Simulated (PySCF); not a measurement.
C4H10Si, SMILES C1CC[SiH2]C1.

Coordinates come from a B3LYP-D3(BJ)/def2-SVP optimisation. Other conformers were not sampled.

Calculation: TDDFT-ωB97X/def2-SVPD in PySCF.

Vertical excitations. Gas-phase values at a fixed geometry. State labels are in the subgroup C2.

Task: Give excitation energies, oscillator strengths and character. (The exact figures need the calculation; the answer reports its results.)

Result: 
| state | symmetry | energy (eV) | λ (nm) | f | main pairs |
|---|---|---|---|---|---|
| S1 | B | 8.02 | 155 | 0.011 | HOMO→LUMO 81 % |
| S2 | A | 8.31 | 149 | 0.077 | HOMO→LUMO+1 82 % |
| S3 | A | 8.49 | 146 | 0.037 | HOMO−1→LUMO 56 %, HOMO→LUMO+5 13 % |
| S4 | B | 8.51 | 146 | 0.084 | HOMO−1→LUMO+1 74 % |
| S5 | A | 8.59 | 144 | 0.002 | HOMO−2→LUMO+1 44 %, HOMO−1→LUMO 18 %, HOMO→LUMO+3 13 % |
| S6 | A | 8.75 | 142 | 0.002 | HOMO−2→LUMO+1 31 %, HOMO→LUMO+3 30 %, HOMO→LUMO+5 20 %, HOMO→LUMO+7 9 % |
| S7 | B | 8.86 | 140 | 0.031 | HOMO−2→LUMO 55 %, HOMO−2→LUMO+4 16 % |
| S8 | A | 9.16 | 135 | 0.001 | HOMO−3→LUMO 79 % |
| S9 | B | 9.20 | 135 | 0.124 | HOMO−2→LUMO+2 27 %, HOMO−1→LUMO+3 21 %, HOMO−2→LUMO 20 %, HOMO−1→LUMO+5 12 % |
| S10 | B | 9.39 | 132 | 0.127 | HOMO→LUMO+2 73 % |
| T1 | A | 7.66 | 162 | 0 | HOMO→LUMO+1 81 % |
| T2 | B | 7.79 | 159 | 0 | HOMO→LUMO 77 % |
| T3 | B | 8.13 | 152 | 0 | HOMO−1→LUMO+1 72 % |
| T4 | A | 8.19 | 151 | 0 | HOMO−1→LUMO 48 %, HOMO→LUMO+5 22 %, HOMO→LUMO+3 11 % |
Triplets are in the Tamm–Dancoff approximation, which puts them higher than full response would, so one can lie above its singlet here.
